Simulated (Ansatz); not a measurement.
System: C5H10N, charge 0, multiplicity 2. It need not be the lowest isomer of its formula. 
Coordinates optimised at B3LYP-D3(BJ)/def2-TZVP (Ansatz, a program for electronic structure):
```
C
H 1 1.1014
N 1 1.4608 2 112.57
H 3 1.0141 1 110.61 2 -58.95
H 3 1.0141 4 106.75 1 -120.35
C 1 1.5334 2 107.95 3 124.52
H 6 1.0915 1 112.81 2 -47.00
H 6 1.0929 7 107.98 1 119.38
C 1 1.5392 2 107.70 3 -124.43
H 9 1.0953 1 112.86 2 40.26
H 9 1.1012 10 106.38 1 -118.75
C 9 1.4909 10 113.56 11 -123.57
H 12 1.0806 9 124.38 10 44.33
C 12 1.4948 13 124.25 9 -179.40
H 14 1.0947 12 113.25 13 47.51
H 14 1.1005 15 105.65 12 122.06
```
Charge 0, spin multiplicity 2.

Basis-set convergence of Hartree-Fock and MP2 correlation energies (hartree) with Ansatz. Correlated levels leave the core frozen unless marked. Open shells are spin-unrestricted. No spin-orbit coupling. Non-relativistic.

```json
[
 {"basis": "cc-pVDZ", "functions": "134", "E(HF)": "-249.58352", "E(corr, MP2)": "-0.84584"},
 {"basis": "cc-pVTZ", "functions": "320", "E(HF)": "(withheld)", "E(corr, MP2)": "(withheld)"}
]
```

Task: Some entries are withheld; supply them.

Result: 
- cc-pVTZ, E(HF): -249.65147
- cc-pVTZ, E(corr, MP2): -1.03841
